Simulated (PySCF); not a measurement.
BI3, SMILES I[B-](I)I, charge -1, multiplicity 2. Geometry: r2SCAN-D4/def2-SVPD. The def2 effective core potentials stand for the cores of I; spin–orbit coupling is left out.

The numbers are results of r2SCAN-D4/def2-SVPD in PySCF, not measurements.

Harmonic wavenumbers (cm⁻¹): 88, 88, 136, 323, 519, 519. Rotational constants (GHz): 0.5605, 0.5605, 0.2814; symmetry number 3.

Problem. Work out the zero-point energy and the ideal-gas rigid-rotor harmonic-oscillator thermochemistry at 298.15 K and 1 atm.

Solution. ZPE = ½ Σ hcν = ½ × 1674 cm⁻¹ = 10.01 kJ/mol. H − E(el) = 27.79 kJ/mol. Entropy in J/(mol K): translation 183.20, rotation 127.11, vibration 53.43, spin 5.76, total 369.51. G − E(el) = -82.38 kJ/mol. Cp = 74.58 J/(mol K). Modes under 150 cm⁻¹ make the vibrational entropy uncertain.
